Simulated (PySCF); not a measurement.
SrI at PBE0

Level: PBE0. Sr x2c-TZVPall, I x2c-TZVPall; spin-free X2C with a Gaussian nucleus (PySCF 2.14).

```
state                                           : quartet, unpaired electrons σ ↑, π ↑↑, a mixture of terms (⟨Lz²⟩ = 2.0), a second solution, started from another occupation
bond length                                     : 3.680 Å
harmonic wavenumber                             : 58.5 cm⁻¹
force constant                                  : 0.105 mdyn/Å
rotational constant Be                          : 0.02397 cm⁻¹
anharmonicity ωexe                              : 0.513 cm⁻¹
vibration–rotation constant αe                  : 0.000212 cm⁻¹
energy of the minimum from ground-state Sr + I  : 1.44 eV
bond order (Mayer)                              : 0.24
dipole moment (positive dipole means Sr(−)I(+)) : 0.72 D
```

These are scalar-relativistic numbers at best; spin–orbit coupling would shift them, the dissociation energy most. Counting both spins, an empty level lies below a filled one in this solution, because spin and occupation are held.
